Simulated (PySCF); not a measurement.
Compound: C6H6ClF (charge -1 and doublet state).
Geometry (GFN2-xTB, Å), atoms numbered from 1 in this order:
```
atom  x, y, z in Å
C1    -2.371    1.541   -1.238
C2    -1.468    0.770   -0.558
Cl3   -2.090   -0.035    0.864
C4    -0.121    0.558   -0.873
F5     0.242    1.266   -2.031
C6     0.942   -0.165   -0.341
C7     1.009   -0.990    0.789
C8     2.133   -1.642    1.194
H9    -3.388    1.637   -0.908
H10   -2.070    2.067   -2.125
H11    1.861   -0.059   -0.910
H12    0.116   -1.122    1.385
H13    3.063   -1.558    0.653
H14    2.141   -2.269    2.072
```

The hyperfine couplings belong to this conformer and change with its torsions.

Identity: `C(/C(Cl)=C)(F)=C/[CH][CH2-]` [radical] (charge -1).

The calculation used UKS B3LYP, pcH-1 on C Cl F H, non-relativistic, mean-field spin-orbit, GIAO in PySCF. Whether the extra electron is bound in the gas phase wasn't checked; a finite basis holds it in any case. The geometry wasn't refined by DFT: couplings that depend on bond lengths, twists or pyramidal angles can differ widely from those at the functional's own minimum, by a factor of two or more for some ions and for spin on atoms past the first row.

**Question.** Count the α and β electrons and give S(S+1).

**Answer.** 69 electrons with 2S = 1: 35 α and 34 β; S(S+1) = 0.75.

Mulliken spin populations, one withheld:

| atom | bound to | population |
| --- | --- | --- |
| C1 | C2, H9, H10 | ? |
| C2 | C1, Cl3, C4 | -0.0145 |
| Cl3 | C2 | -0.0017 |
| C4 | C2, F5, C6 | +0.1261 |
| F5 | C4 | +0.0029 |
| C6 | C4, C7, H11 | +0.2149 |
| C7 | C6, C8, H12 | -0.0642 |
| C8 | C7, H13, H14 | +0.3462 |
| H9 | C1 | -0.0222 |
| H10 | C1 | -0.0206 |
| H11 | C6 | -0.0103 |
| H12 | C7 | +0.0017 |
| H13 | C8 | -0.0154 |
| H14 | C8 | -0.0169 |

**Question.** What does C1 hold?

**Answer.** 1 − (0.5260) gives +0.474, since all populations sum to 2S.

**Question.** Sum the populations by element and by sign.

**Answer.** Carbon +1.08, fluorine 0.00, chlorine 0.00, hydrogen -0.08. The positive populations sum to 1.17, the negative ones to -0.17.

**Question.** With ⟨S²⟩ = 0.7671, find the sum of squared α–β overlaps and estimate the admixture of higher spin.

**Answer.** For a single determinant ⟨S²⟩ = S(S+1) + Nβ − Σ|⟨iα|jβ⟩|², so the squared overlaps of occupied orbitals sum to 34 − 0.0171 = 33.9829. If the quartet state (S + 1) were the only admixture, its weight would be 0.0171/(2S + 2) = 0.57 %. For Kohn–Sham this describes the determinant of the orbitals, not the true wave function.

**Question.** What Fermi-contact NMR shifts do the couplings of C1, C2, C4, F5, C6, C7, C8 imply at 350 K (Curie law, g = gₑ)?

**Answer.** δ = a_FC·h·gₑ μB S(S+1)/(3 g_N μN kT), with k/h = 20836.6 MHz/K:

```csv
nuclei,isotope,a_FC (MHz),g_N,contact shift (ppm)
C1,13C,32.63,1.4048,+2928
C2,13C,-17.21,1.4048,-1544
C4,13C,6.18,1.4048,+554
F5,19F,11.00,5.2577,+264
C6,13C,13.24,1.4048,+1188
C7,13C,-17.42,1.4048,-1563
C8,13C,26.43,1.4048,+2371
```

All at the stated temperature.

H13 and H14 aren't averaged: C8 is flat or nearly so (angle sum 360°), and its turn about the short C8–C7 bond (1.36 Å) is taken as slow.

The spin density at the nucleus, in bohr⁻³, is negative for C7 (-0.0155), C2 (-0.0153) and H9 (-0.0063), for instance. A restricted open-shell determinant has no negative spin density anywhere; here it arises because α and β orbitals differ (spin polarisation).

C7, the radical centre as drawn in `C=C(Cl)/C(F)=C\[CH][CH2-]`, holds a spin population of -0.06 out of 1.
